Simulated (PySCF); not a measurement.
**Structure from 2D NMR**

Compound of formula C8H10Si. Correlations simulated from computed shifts and the bond graph:

HSQC (one-bond C–H):
| δH | δC |
| --- | --- |
| 7.08 | 157.4 |
| 6.42 | 141.4 |
| 6.28 | 138.2 |
| 2.25 | 6.0 |
| 0.29 | -6.3 |

COSY cross peaks (H two or three bonds apart, from the bond graph; peaks can be absent where the dihedral angle is near 90°):
| δH | δH |
| --- | --- |
| 7.08 | 6.28 |
| 6.42 | 4.86 |
| 6.28 | 4.86 |
| 4.86 | 0.29 |

HMBC (two and three bonds, from the bond graph):
| δH | δC |
| --- | --- |
| 7.08 | 148.5, 141.4, 138.2, 86.8 |
| 6.42 | 157.4, 148.5, 138.2, 86.8, -6.3 |
| 6.28 | 157.4, 148.5, 141.4, -6.3 |
| 4.86 | 157.4, 148.5, 141.4, 138.2, -6.3 |
| 2.25 | 99.6, 86.8 |
| 0.29 | 141.4, 138.2 |

Carbons without hydrogens: δ 148.5, 99.6, 86.8.

[PySCF 2.14.0 with density-fitted response routines: structure optimised with GFN2-xTB; NMR shieldings at PBE0/pcSseg-1/GIAO; no relativistic terms; fast rotation and ring inversion assumed for equivalent nuclei; a single conformation; no solvent model]

δ = σ(ref) − σ, references computed at the same level: ¹H (σ = 31.72 ppm) and ¹³C (σ = 186.93 ppm) vs TMS.

Exchangeable hydrogens are left out of these lists.

**Question.** Assemble the structure.

**Answer.** `InChI=1S/C8H10Si/c1-3-4-8-5-6-9(2)7-8/h5-7,9H,1-2H3/t9-/m0/s1`.

Structure with atom numbers: `[CH3:1][C:2]#[C:3][C:4]1=[CH:5][Si@@H:6]([CH3:7])[CH:8]=[CH:9]1`. Each H is labelled by its parent atom.

- δC 157.4 is C9, an alkene CH (δH 7.08).
- δC 148.5 is C4, a fully substituted alkene carbon.
- δC 141.4 is C5, an alkene CH (δH 6.42).
- δC 138.2 is C8, an alkene CH (δH 6.28).
- δC 99.6 is C2, an alkyne carbon.
- δC 86.8 is C3, an alkyne carbon.
- δC 6.0 is C1, a propargylic methyl carbon (δH 2.25).
- δC -6.3 is C7, a methyl carbon bonded to Si (δH 0.29).
- HMBC from δH 7.08 reaches the proton-free carbons C4, C3.
- HMBC from δH 6.42 reaches the proton-free carbons C4, C3.
- HMBC from δH 6.28 reaches the proton-free carbon C4.
- HMBC from δH 4.86 reaches the proton-free carbon C4.
- COSY links 7.08–6.28, 6.42–4.86, 6.28–4.86, 4.86–0.29.

This is the structure that produced the data.

Shifts are as computed. Against solution values, carbons near 30 ppm lie about +3 ppm off and those near 130 ppm about +5 ppm. Of 1211 compounds with measured shifts, 218 miss one by over three times the rms of a fit or turn the order of signals round; such compounds aren't used in these exercises.
